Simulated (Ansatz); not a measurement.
`C=NB[SiH3]` and `C=NBI` differ in one atom or group.

Ansatz, PBE0-D4/def2-TZVP geometries, multiplicity 1. Each molecule was computed in one conformer, which needn't be the lowest.

Elements past krypton have def2 core potentials.

```json
{"property": "LUMO energy (PBE0/def2-TZVPP) / eV", "`C=NB[SiH3]`": "-1.06"}
{"property": "zero-point energy (PBE0-D4/def2-TZVP) / kJ/mol", "`C=NB[SiH3]`": "178.8"}
{"property": "HOMO–LUMO gap (PBE0/def2-TZVPP) / eV", "`C=NB[SiH3]`": "6.65"}
{"property": "HOMO energy (PBE/def2-TZVPP) / eV", "`C=NB[SiH3]`": "-6.63"}
{"property": "size of the dipole moment (PBE/def2-TZVPP) / D", "`C=NB[SiH3]`": "2.30"}
{"property": "LUMO energy (PBE/def2-TZVPP) / eV", "`C=NB[SiH3]`": "-2.09"}
```

**Question.** Give the same properties after the change, and the shifts. (An estimate is asked.)

**Answer.** Ansatz gave: 
```json
{"property": "LUMO energy (PBE0/def2-TZVPP) / eV", "`C=NBI`": "-1.68", "shift": "-0.62"}
{"property": "zero-point energy (PBE0-D4/def2-TZVP) / kJ/mol", "`C=NBI`": "115.6", "shift": "-63.2"}
{"property": "HOMO–LUMO gap (PBE0/def2-TZVPP) / eV", "`C=NBI`": "5.56", "shift": "-1.09"}
{"property": "HOMO energy (PBE/def2-TZVPP) / eV", "`C=NBI`": "-6.12", "shift": "0.51"}
{"property": "size of the dipole moment (PBE/def2-TZVPP) / D", "`C=NBI`": "3.12", "shift": "0.82"}
{"property": "LUMO energy (PBE/def2-TZVPP) / eV", "`C=NBI`": "-2.71", "shift": "-0.62"}
```

With PBE0 the HOMO rises by 0.46 eV and the LUMO falls by 0.62 eV, so the gap narrows by about 1.08 eV. PBE moves the HOMO by 0.51 eV and ωB97M-V by 0.43 eV. The zero-point energy changes by -63.2 kJ/mol with -9 modes. Dipoles are sizes alone; their direction can turn.

Spin–orbit coupling is left out; it splits and shifts lone-pair levels of the heavy atoms by tenths of an eV.
